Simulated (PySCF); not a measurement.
C$_{2}$H$_{5}$N, charge -1, doublet, geometry from GFN2-xTB (a state made from the parent by changing its charge; the spin is typed, not shown lowest), atoms displaced at random by about 0.02 Å a coordinate; PySCF with PBE/STO-3G.

Input for PySCF:
```python
from pyscf import gto, scf, dft
from pyscf.geomopt import geometric_solver

mol = gto.Mole()
mol.atom = '''
    C     1.060277   -0.363586    0.028967
    N    -0.029464    0.362408    0.450088
    C    -1.154975    0.255952   -0.346197
    H     1.556734    0.054224   -0.884010
    H     1.856062   -0.378182    0.824368
    H     0.837687   -1.403294   -0.290676
    H    -1.297016   -0.687091   -0.912196
    H    -2.105893    0.587137    0.104981
'''
mol.basis = 'sto-3g'
mol.charge = -1
mol.spin = 1
mol.verbose = 3
mol.build()

def method(m):
    mf = dft.UKS(m)
    mf.xc = 'pbe'
    return mf

conv, mol_eq = geometric_solver.kernel(method(mol), maxsteps=100, convergence_set='GAU_VERYTIGHT')
print('optimisation converged:', conv)
print(mol_eq.tostring(format='xyz'))
mf = method(mol_eq)
mf.kernel()
```

Task: Write the output that PySCF gives for this input, abridged.

Result: 
```
Custom engine selected.
Bonds will be generated from interatomic distances less than 1.20 times sum of covalent radii
24 internal coordinates being used (instead of 24 Cartesians)
Internal coordinate system (atoms numbered from 1):
Distance 1-2
Distance 1-4
Distance 1-5
Distance 1-6
Distance 2-3
Distance 3-7
Distance 3-8
Angle 2-1-4
Angle 2-1-5
Angle 2-1-6
Angle 4-1-5
Angle 4-1-6
Angle 5-1-6
Angle 1-2-3
Angle 2-3-7
Angle 2-3-8
Angle 7-3-8
Dihedral 4-1-2-3
Dihedral 5-1-2-3
Dihedral 6-1-2-3
Dihedral 1-2-3-7
Dihedral 1-2-3-8
Translation-X 1-8
Translation-Y 1-8
Translation-Z 1-8
Rotation-A 1-8
Rotation-B 1-8
Rotation-C 1-8
<class 'geometric.internal.Distance'> : 7
<class 'geometric.internal.Angle'> : 10
<class 'geometric.internal.Dihedral'> : 5
<class 'geometric.internal.TranslationX'> : 1
<class 'geometric.internal.TranslationY'> : 1
<class 'geometric.internal.TranslationZ'> : 1
<class 'geometric.internal.RotationA'> : 1
<class 'geometric.internal.RotationB'> : 1
<class 'geometric.internal.RotationC'> : 1
> ===== Optimization Info: ====
> Job type: Energy minimization
> Maximum number of optimization cycles: 100
> Initial / maximum trust radius (Angstrom): 0.100 / 0.300
> Convergence Criteria:
> Will converge when all 5 criteria are reached:
>  |Delta-E| < 1.00e-06
>  RMS-Grad  < 1.00e-06
>  Max-Grad  < 2.00e-06
>  RMS-Disp  < 4.00e-06
>  Max-Disp  < 6.00e-06
> === End Optimization Info ===

Geometry optimization cycle 1
Cartesian coordinates (Angstrom)
 Atom        New coordinates             dX        dY        dZ
   C   1.060277  -0.363586   0.028967   -0.000000  0.000000 -0.000000
   N  -0.029464   0.362408   0.450088    0.000000  0.000000  0.000000
   C  -1.154975   0.255952  -0.346197    0.000000  0.000000  0.000000
   H   1.556734   0.054224  -0.884010    0.000000  0.000000  0.000000
   H   1.856062  -0.378182   0.824368    0.000000  0.000000  0.000000
   H   0.837687  -1.403294  -0.290676    0.000000  0.000000  0.000000
   H  -1.297016  -0.687091  -0.912196    0.000000  0.000000  0.000000
   H  -2.105893   0.587137   0.104981    0.000000  0.000000 -0.000000

WARN: Mole.unit (angstrom) is changed to Bohr

converged SCF energy = -131.865941898954  <S^2> = 0.75079324  2S+1 = 2.0007931
--------------- UKS_Scanner gradients ---------------
         x                y                z
0 C    -0.0348749829     0.0154135238     0.0171973827
1 N     0.0397754003    -0.0568045033    -0.0659332362
2 C     0.0109125105     0.0029722276     0.0304900156
[...]
converged SCF energy = -131.881943510936  <S^2> = 0.75079257  2S+1 = 2.0007924
Step   93 : Displace = 6.060e-07/9.679e-07 (rms/max) Trust = 5.657e-07 (+) Grad = 1.660e-06/3.420e-06 (rms/max) E (change) = -131.8819435109 (+4.377e-12) Quality = -0.194
converged SCF energy = -131.881943510932  <S^2> = 0.75079257  2S+1 = 2.0007924
Step   94 : Displace = 4.269e-07/6.804e-07 (rms/max) Trust = 4.000e-07 (-) Grad = 1.651e-06/3.418e-06 (rms/max) E (change) = -131.8819435109 (+3.325e-12) Quality = -0.209
converged SCF energy = -131.881943510927  <S^2> = 0.75079258  2S+1 = 2.0007924
Step   95 : Displace = 4.265e-07/6.798e-07 (rms/max) Trust = 4.000e-07 (=) Grad = 1.621e-06/3.428e-06 (rms/max) E (change) = -131.8819435109 (+5.116e-12) Quality = -0.322
converged SCF energy = -131.881943510836  <S^2> = 0.75079258  2S+1 = 2.0007924
Step   96 : Displace = 4.259e-07/6.787e-07 (rms/max) Trust = 4.000e-07 (=) Grad = 1.652e-06/3.591e-06 (rms/max) E (change) = -131.8819435108 (+9.072e-11) Quality = -5.714
converged SCF energy = -131.881943507158  <S^2> = 0.75079264  2S+1 = 2.0007925
Step   97 : Displace = 4.345e-07/6.920e-07 (rms/max) Trust = 4.000e-07 (=) Grad = 5.422e-06/7.471e-06 (rms/max) E (change) = -131.8819435072 (+3.679e-09) Quality = -226.914
converged SCF energy = -131.881943510919  <S^2> = 0.75079257  2S+1 = 2.0007924
Step   98 : Displace = 4.033e-07/6.421e-07 (rms/max) Trust = 4.000e-07 (=) Grad = 1.645e-06/3.397e-06 (rms/max) E (change) = -131.8819435109 (-3.761e-09) Quality = 250.029
converged SCF energy = -131.881943510915  <S^2> = 0.75079257  2S+1 = 2.0007924
Step   99 : Displace = 6.179e-07/9.847e-07 (rms/max) Trust = 5.657e-07 (+) Grad = 1.635e-06/3.389e-06 (rms/max) E (change) = -131.8819435109 (+4.235e-12) Quality = -0.184
[...]
[...]
Geometry optimization cycle 101
Cartesian coordinates (Angstrom)
 Atom        New coordinates             dX        dY        dZ
   C   1.075122  -0.354342   0.021041    0.000000  0.000001  0.000000
   N  -0.095082   0.430429   0.556345   -0.000001 -0.000001  0.000000
   C  -1.171792   0.277296  -0.395416   -0.000000 -0.000001 -0.000000
   H   1.596253   0.088196  -0.883773   -0.000000  0.000001  0.000000
   H   1.877659  -0.428859   0.801261    0.000000  0.000001  0.000000
   H   0.860223  -1.422229  -0.294042    0.000001  0.000000  0.000000
   H  -1.315400  -0.735956  -0.869787    0.000001 -0.000000 -0.000001
   H  -2.143803   0.592318   0.062408   -0.000001 -0.000002 -0.000001
converged SCF energy = -131.881943510911  <S^2> = 0.75079257  2S+1 = 2.0007924
--------------- UKS_Scanner gradients ---------------
         x                y                z
0 C     0.0000009784    -0.0000087120    -0.0000095703
1 N     0.0000125716     0.0000057040    -0.0000057159
2 C    -0.0000001500    -0.0000002885     0.0000090576
3 H     0.0000036445    -0.0000031905    -0.0000031399
4 H     0.0000040504    -0.0000029521    -0.0000030638
5 H     0.0000020949    -0.0000022688    -0.0000022476
6 H     0.0000022880    -0.0000013623     0.0000003857
7 H     0.0000045262     0.0000004585    -0.0000003730
----------------------------------------------
cycle 101: E = -131.881943511  dE = 3.97904e-12  norm(grad) = 2.41731e-05
Step  100 : Displace = 4.353e-07/6.922e-07 (rms/max) Trust = 4.000e-07 (-) Grad = 1.657e-06/3.385e-06 (rms/max) E (change) = -131.8819435109 (+3.979e-12) Quality = -0.244
[...]
Maximum iterations reached (100); increase --maxiter for more
Geometry optimization failed to converge in 100 iterations
optimisation converged: False
8
XYZ from PySCF
C           1.07512197       -0.35434200        0.02104128
N          -0.09508232        0.43042865        0.55634509
C          -1.17179182        0.27729615       -0.39541566
H           1.59625313        0.08819617       -0.88377269
H           1.87765853       -0.42885891        0.80126070
H           0.86022336       -1.42222943       -0.29404236
H          -1.31539984       -0.73595610       -0.86978711
H          -2.14380289        0.59231811        0.06240815

converged SCF energy = -131.881943510911  <S^2> = 0.75079257  2S+1 = 2.0007924
```

Convergence was not reached.
